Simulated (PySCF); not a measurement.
Excitations are Tamm–Dancoff values on a coarser integration grid. The basis has no diffuse functions, so Rydberg states are missing or too high.

Cartesian coordinates (Å):
SMILES: [OH2+][GeH3]
```xyz
7

O      0.9939     0.1150     0.1642
Ge    -0.9733    -0.0111    -0.0200
H      1.5209     0.6426    -0.4569
H      1.5179    -0.6454     0.4629
H     -1.2598    -0.5967     1.3489
H     -1.2406     1.4662    -0.2325
H     -1.1006    -0.9307    -1.2214
```
Charge +1, spin multiplicity 1.

**Question.** Give the T1 excitation (TDA), S1 excitation (TDA), hole reorganisation energy (four-point), adiabatic ionisation energy (no zero-point term) and LUMO at the level PBE-D3(BJ)/def2-TZVP // r2SCAN-D4/def2-TZVP (PySCF 2.14.0).

**Answer.** 
```json
{
  "T1 excitation (TDA)": "6.22 eV",
  "S1 excitation (TDA)": "6.70 eV",
  "hole reorganisation energy (four-point)": "2.039 eV",
  "adiabatic ionisation energy (no zero-point term)": "16.91 eV",
  "LUMO": "-7.62 eV"
}
```
